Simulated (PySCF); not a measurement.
## A survey of $^{29}$Si NMR shifts

- shieldings: GIAO PBE0/pcSseg-1
- GFN2-xTB geometry
- program: PySCF 2.14
- isolated molecule, a single conformation, relativity neglected, fast rotation and ring inversion assumed for equivalent nuclei

Shieldings were converted by a linear fit to measured shifts: $^{29}$Si (scatter 8.9 ppm rms, 25.8 ppm with the 6 outliers that the fit left out vs TMS, solution or neat liquid). Occasional misses reach two or three times the rms, and more in compound classes unlike the fitted ones.

Q: Give the $^{29}$Si shifts of `C[Si@H](O)N[SiH](N)N`, `C[C@H]1C[C@@H](N[SiH3])C1`.

A: 
| compound | environment | δ (ppm) |
| --- | --- | --- |
| [CH3:1][Si@H:2]([OH:3])[NH:4][SiH:5]([NH2:6])[NH2:7] | Si2: silicon bonded to C, N, O, H | -21.3 |
| [CH3:1][Si@H:2]([OH:3])[NH:4][SiH:5]([NH2:6])[NH2:7] | Si5: silicon bonded to 3 N, H | -36.5 |
| C[C@H]1C[C@@H](N[SiH3])C1 | silicon bonded to N, 3 H | -57.3 |

Q: Match the shifts -25.7, -53.5, -62.7, -79.2 ppm to `CO[C@@H]1C[C@@]1([SiH3])C#N`, `C=C[C@](C)(N)C[SiH3]`, `C=N[SiH2]C(C)(C)C`, `CO[C@@H]1C[C@]1([SiH3])C#N`.

A: -25.7: C=N[SiH2]C(C)(C)C (silicon bonded to C, N, 2 H); -53.5: CO[C@@H]1C[C@]1([SiH3])C#N (silicon bonded to C, 3 H); -62.7: CO[C@@H]1C[C@@]1([SiH3])C#N (silicon bonded to C, 3 H); -79.2: C=C[C@](C)(N)C[SiH3] (silicon bonded to C, 3 H).
